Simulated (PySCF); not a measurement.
# Bonding in `N[Si@H]([SiH3])O[SiH2][SiH3]`

Compound: H₁₁NOSi₄.
Atom-mapped SMILES: `[NH2:1][Si@H:2]([SiH3:3])[O:4][SiH2:5][SiH3:6]` (hydrogens: H7, H8 on N1; H9 on Si2; H10, H11, H12 on Si3; H13, H14 on Si5; H15, H16, H17 on Si6)

Geometry (GFN2-xTB, Å), atoms numbered from 1 in this order:
```
atom  x, y, z in Å
N1    -1.8903   -2.1101    0.6760
Si2   -1.1799   -0.5967    1.1020
Si3   -1.9693    1.0069   -0.3375
O4     0.4213   -0.8246    0.9171
Si5    1.8402   -0.7428    0.1376
Si6    2.5037    1.4592    0.0738
H7    -2.8917   -2.2062    0.6719
H8    -1.4627   -2.9585    1.0136
H9    -1.2355   -0.2889    2.5433
H10   -2.0233    2.3306    0.2972
H11   -1.1701    1.1887   -1.5572
H12   -3.3434    0.7398   -0.7844
H13    1.6452   -1.3574   -1.1842
H14    2.6938   -1.6452    0.9206
H15    1.4352    2.4266    0.3633
H16    3.0398    1.8323   -1.2416
H17    3.5800    1.7582    1.0281
```

Bond orders from the PBE0/pcSseg-1 density (PySCF). Isolated species at its GFN2-xTB geometry (one conformer only). GFN2-xTB frequencies show an imaginary mode (26i cm⁻¹), so this geometry is no minimum at that level.

Task: Where do the orders between heavy atoms depart from those drawn in the SMILES?

Result: The largest departure is 0.116, at Si2–Si3 (drawn single, 0.884).

Task: Set the Mayer orders of the bonds between heavy atoms beside their lengths.

Result: 
```
   bond  drawn as  length (Å)  Mayer order
 N1–Si2    single       1.725        1.028
Si2–Si3    single       2.295        0.884
 Si2–O4    single       1.628        0.903
 O4–Si5    single       1.621        0.910
Si5–Si6    single       2.301        0.894
```

Task: And the bonds to hydrogen?

Result: H–N: 0.94 to 0.95 (2 bonds); H–Si: 0.87 to 0.94 (9 bonds).

Task: Sum the orders of all bonds at each heavy atom with more than one neighbour and set the sums beside the valence in the SMILES.

Result: N1 2.922 (drawn 3), Si2 3.682 (drawn 4), Si3 3.680 (drawn 4), O4 1.813 (drawn 2), Si5 3.642 (drawn 4), Si6 3.695 (drawn 4). Orders between atoms that aren't bonded are not in these sums.

Mayer orders depend on the basis set.

These values come from a run that also computed NMR shieldings. The run took 50 s wall on an Arm Neoverse N1 with one thread (shared host), and the process peaked at 0.83 GiB of memory.
